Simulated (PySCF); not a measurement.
# Br⁺: ionisation energy

Br⁺ [Ar] 3d10 4s2 4p4 (3P) → Br²⁺ [Ar] 3d10 4s2 4p3 (4S), as a difference of total energies. Computed with PySCF 2.14 in x2c-SVPall, with scalar relativity by spin-free X2C-1e. Correlated levels: valence: [Ar] 3d10 frozen. The calculations carry no spin-orbit coupling.

```csv
method,ionisation energy (eV)
UHF,20.304
TPSS,21.440
MP2 (valence),20.734
SCS-MP2 (valence),20.756
CCSD(T) (valence),20.765
```

Estimate what CCSD (valence) gives.

20.755 eV, closest to SCS-MP2 (valence) among the rows shown.

Estimate what LDA gives.

21.724 eV, closest to TPSS among the rows shown.

Errors of the correlated levels include the incompleteness of this basis and the frozen core.

For comparison: 21.409 eV (measured; NIST levels, between the centres of gravity of the two terms).
